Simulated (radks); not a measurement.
Question: Nb+, configuration [Kr] 4d4. Calculated with a radial shooting solver on a logarithmic mesh with Libxc functionals: scalar-relativistic Kohn-Sham, LB94 model potential, spin-polarised, spherical densities, finite nucleus; open shells are filled with parallel spins first (spin-orbit coupling, left out, can overturn this in heavy ions); Fermi nuclear charge, rms radius 4.324 fm. Some entries of the table are withheld. Estimate them.

orbital,occ.,eigenvalue (hartree),<r> (bohr),<r^2> (bohr^2)
1s down,1,-695.7003,0.03603,0.001750
1s up,1,-695.6998,0.03603,0.001750
2s up,1,-98.13333,0.1576,0.02927
2s down,1,-98.13199,0.1576,0.02927
2p up,3,-87.82966,0.1372,0.02301
2p down,3,-87.82947,0.1372,0.02301
3s up,1,-16.87361,0.4435,0.2251
3s down,1,-16.86674,0.4438,0.2254
3p up,3,-13.49432,0.4455,0.2308
3p down,3,-13.48794,0.4458,0.2312
3d up,5,-7.95301,0.4307,0.2233
3d down,5,-7.94629,0.4313,0.2240
4s down,1,-2.60445,(1),1.510
4s up,1,-2.59955,(2),1.518
4p down,3,(3),1.300,1.946
4p up,3,(4),1.303,1.954
4d up,4,-0.55946,1.991,(5)
4d down,0,-0.55899,2.013,(6)

Answer: 
(1) 4s down <r> (bohr): 1.152
(2) 4s up <r> (bohr): 1.155
(3) 4p down eigenvalue (hartree): -1.72196
(4) 4p up eigenvalue (hartree): -1.72108
(5) 4d up <r^2> (bohr^2): 4.780
(6) 4d down <r^2> (bohr^2): 4.909
